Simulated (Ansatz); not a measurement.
System: C2H9OSi2 (charge 0, doublet). It need not be the lowest isomer of its formula. 
Geometry from a B3LYP-D3(BJ)/def2-TZVP (Ansatz, a first-principles code) optimisation:
SMILES: [CH2][SiH](C)O[SiH3]
```xyz
14

Si    -0.9068    -0.1559    -0.5474
C     -1.2401     1.6548    -0.6068
C     -1.8782    -0.9612     0.8276
O      0.7061    -0.4163    -0.3436
Si     2.0432     0.0387     0.4788
H     -1.2630    -0.7867    -1.8431
H     -0.5298     2.3698    -1.0089
H     -2.1798     2.0925    -0.2863
H     -1.6878    -2.0358     0.8579
H     -1.6118    -0.5399     1.7992
H     -2.9506    -0.8132     0.6777
H      3.1688    -0.8223     0.0567
H      1.8324    -0.1105     1.9394
H      2.3730     1.4552     0.1906
```
Charge 0, spin multiplicity 2.

Atomisation energy built up term by term with Ansatz (kcal/mol; UHF references for open shells; valence terms freeze the core; atomic spin-orbit terms are left out). CBS(X,Y): correlation extrapolated as X^-3; Hartree-Fock from the larger set.

```tsv
term	basis	kcal/mol
Hartree-Fock	cc-pV(Q+d)Z	923.57
CCSD correlation	CBS(cc-pV(T+d)Z,cc-pV(Q+d)Z)	?
(T)	CBS(cc-pV(T+d)Z,cc-pV(Q+d)Z)	?
core correlation	cc-pwCVTZ	2.32
scalar relativity (X2C)	cc-pVTZ-DK against cc-pVTZ	-2.17
sum: De		?
```

**Question.** What belongs in the gaps?

**Answer.** 
- CCSD correlation, kcal/mol: 267.05
- (T), kcal/mol: 13.12
- sum: De, kcal/mol: 1203.9
